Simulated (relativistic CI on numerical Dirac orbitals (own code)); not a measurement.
## Transition arrays of Sr¹³⁺

Calculated at this level of theory: Dirac-Coulomb-Breit CI, separate exchange-only KLI orbitals for each configuration, a model potential for QED, valence Slater integrals scaled by 0.9, whole transition arrays (own radial code, finite nucleus).

Configuration list (outside the closed core [Ne] 3s2): 3p6.3d7, 3p6.3d6.4f, 3p5.3d8, 3p6.3d6.4p, 3p6.3d6.5f. Levels of other configurations are missing.

All E1 lines from the levels of 3p6.3d7; mean and standard deviation are weighted by gf, and upper levels are sorted by their leading configuration.

| Upper configuration | Lines | Σgf | Mean (eV) | Mean (nm) | σ (eV) | Strongest line (nm) |
| --- | --- | --- | --- | --- | --- | --- |
| 3p6.3d6.4f | 2825 | 392.4 | 289.05 | 4.289 | 4.13 | 4.260 |
| 3p5.3d8 | 466 | 87.9 | 142.88 | 8.677 | 9.00 | 8.045 |
| 3p6.3d6.4p | 1718 | 42.8 | 205.07 | 6.046 | 3.96 | 6.091 |
| 3p6.3d6.5f | 2825 | 217.1 | 349.90 | 3.543 | 4.59 | 3.520 |

Σgf per state of the lower configuration in bins of 0.2 nm over the central range (centre: value): 3.5: 1.59, 3.7: 0.21, 4.1: 0.13, 4.3: 2.93, 4.5: 0.22, 5.9: 0.10, 6.1: 0.22, 6.3: 0.03, 8.1: 0.18, 8.3: 0.07, 8.5: 0.07, 8.7: 0.10, 8.9: 0.07, 9.1: 0.06.

Q: How do configuration mixing and the scaling of the Slater integrals move the arrays?

A: Slater scale 0.9, no configuration mixing: 3p6.3d6.4f 289.3 ± 4.2 eV (Σgf 415.3), 3p5.3d8 143.6 ± 9.2 eV (Σgf 99.5), 3p6.3d6.4p 205.2 ± 4.0 eV (Σgf 44.2), 3p6.3d6.5f 349.6 ± 4.6 eV (Σgf 159.6); Slater scale 1: 3p6.3d6.4f 289.7 ± 4.5 eV (Σgf 394.5), 3p5.3d8 143.5 ± 9.7 eV (Σgf 86.9), 3p6.3d6.4p 205.2 ± 4.4 eV (Σgf 42.8), 3p6.3d6.5f 350.2 ± 5.1 eV (Σgf 219.0); Slater scale 0.8: 3p6.3d6.4f 288.4 ± 3.7 eV (Σgf 390.3), 3p5.3d8 142.2 ± 8.3 eV (Σgf 88.8), 3p6.3d6.4p 205.0 ± 3.5 eV (Σgf 42.9), 3p6.3d6.5f 349.6 ± 4.1 eV (Σgf 215.2). With mixing, levels are counted to their leading configuration, so an array can shrink or vanish into another, and the sums then hold other lines.
